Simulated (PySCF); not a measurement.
S (sulfur, neutral) across methods

[Ne] 3s2 3p3 4s1, high-spin 5S determinant (an excited configuration). All numbers are calculated (PySCF 2.14, no relativity, point nucleus, in aug-cc-pV(5+d)Z (8s7p6d4f3g2h, 136 functions)).

| method | E (hartree) | mean ε 3s β (eV) | mean ε 3p α (eV) | mean ε 4s α (eV) | Σ⟨r²⟩ (bohr²) | ⟨S²⟩ |
| --- | --- | --- | --- | --- | --- | --- |
| r2SCAN0 | -397.8464 | -20.880 | -14.261 | -2.354 | 49.14 | 6.000 |
| PBE0 | -397.7397 | -20.875 | -13.846 | -2.370 | 49.01 | 6.000 |
| LDA | -396.4956 | -19.754 | -12.242 | -2.029 | 48.39 | 6.000 |
| wB97X-V | -397.8010 | -23.707 | -16.174 | -3.470 | 49.10 | 6.000 |
| r2SCAN | -397.8459 | -19.617 | -12.907 | -1.936 | 49.30 | 6.000 |
| PBE | -397.7072 | -19.510 | -12.274 | -1.933 | 48.84 | 6.000 |
| UHF | -397.29578 | -23.352 | -17.822 | -3.349 | 49.65 | 6.001 |

Task: Estimate the same row for MN15.

Result: E (hartree) = -397.7789; mean ε 3s β (eV) = -21.300; mean ε 3p α (eV) = -14.363; mean ε 4s α (eV) = -2.455; Σ⟨r²⟩ (bohr²) = 48.75; ⟨S²⟩ = 6.000.

The outer electron is Rydberg-like, and this basis confines it to a smaller radius and binds it less than a complete one would.
